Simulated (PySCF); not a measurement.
Ge(I)(OH), HGeIO, SMILES [OH][Ge][I] at its PBE0/def2-SVP optimised geometry (Å):

```
4

Ge    -0.6991    -1.0080     0.0000
I      1.8660    -1.0080     0.0000
O     -0.9314     0.7611     0.0000
H     -1.8660     1.0080     0.0003
```

Calculation: PySCF with PBE0/def2-TZVP, def2 effective core potentials past Kr. The core electrons that the potentials of I replace are not part of the density.

Map of the log10 of the electron density (e/bohr³), floored at −4 on the plane z = 0.6 Å:

```
|00000000000000000000000000000|
|00000000000000000000000000000|
|00000000000000000000000000000|
|00000000000000000000000000000|
|00000000000000000000000000000|
|00000000112221100000000000000|
|00000012233332210000000000000|
|00001223344444321000000000000|
|00001334556655432111111000000|
|00012345667776543222222111000|
|00013456778887543333333222100|
|00013456788987643344444332210|
|00012456788887654455555443221|
|00012345678877655556666554321|
|00012345667776655667777665432|
|00012345667776666677887765432|
|00012345667887666778998776532|
|00012345678998777789999876542|
|00012345678998777789999876542|
|00012345677887766778998776532|
|00012345667777666677887765432|
|00012344566666555667777665432|
|00001234455555545556666554321|
|00001223444444444455555543221|
|00000122333333333344444432210|
|00000011222222222233333322100|
|00000000111111111122222211000|
|00000000000000000011111100000|
|00000000000000000000000000000|
```
Scale: ten equal steps from -4.00 (start of '0') to -0.232 (end of '9'), in the order '0123456789'; x runs from -4.00 to 4.00, y from -4.00 (bottom) to 4.00 (top).
